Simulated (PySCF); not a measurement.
A structure optimised at PBE-D3(BJ)/def2-SVP, used in a PySCF frequency run:

```
Ti
O 1 1.7059
H 2 0.9841 1 162.95
Cl 1 2.1308 2 109.58 3 59.85
Cl 1 2.1308 2 109.58 3 -59.85
```
Charge +1, spin multiplicity 1.

**Question.** Write its SMILES, formula and point group.

**Answer.** [OH][Ti+]([Cl])[Cl], Cl2HOTi, Cs

**Question.** What are its rotational constants (standard atomic weights)?

**Answer.** 4.1820, 2.2282, 1.5726 GHz
